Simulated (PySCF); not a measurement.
## [SmH3(H2O)]− at several levels of theory

Computed with PySCF 2.14.0 (density fitting, no spin-orbit coupling) at the geometry relaxed with PBE0:

```xyz
7
[SmH3(H2O)]− (singlet in the valence; each metal's 4f electrons, 6 of them, lie in its core potential, out of spins and levels)
Sm   -0.2711   -0.3788    0.3788
H     0.3809    1.8768    0.7377
H    -1.0454   -1.9528    1.9528
H     0.3809   -0.7377   -1.8768
O    -1.1565    1.3552   -1.3552
H    -0.5495    1.8787   -0.7687
H    -0.5495    0.7687   -1.8787
```

```tsv
level	basis	state	HOMO (eV)	gap (eV)	charge on Sm1 (e)	population of f-type functions on Sm1 (polarisation alone where 4f lies in the core)	dipole about the centre of mass (D)	largest force component (eV/Å)
PBE0	Sm lcecp-0-SVP with ECP52, H def2-SVP, O def2-SVP	singlet	–	–	0.00	0.01	0.04	0.01
PBE	the same	singlet	–	–	-0.18	0.01	0.18	0.81
PBE0	Sm lcecp-0-TZVP with ECP52, H def2-TZVP, O def2-TZVP	singlet	–	–	0.36	0.02	0.46	0.18
```

In the lcecp rows the 4f levels are missing from HOMO and gap, and the state counts the valence alone.

Charges are Mulliken's, which hang on the basis. The relaxation used the grid (50, 194), these runs (75, 302) or, all-electron (x2c bases, spin-free X2C Hamiltonian), (99, 590).

Question: What does wB97X with Sm lcecp-0-SVP with ECP52, H def2-SVP, O def2-SVP give here?

Answer: state singlet, charge on Sm1 (e) 0.00, population of f-type functions on Sm1 (polarisation alone where 4f lies in the core) 0.02, dipole about the centre of mass (D) 0.07, largest force component (eV/Å) 0.18. Time: 3.2 s on 2 threads of Arm Neoverse V2, with other jobs on the host, from an already converged density.

An lcecp potential fixes the number of 4f electrons, so in runs with it no electron can move into or out of that shell.
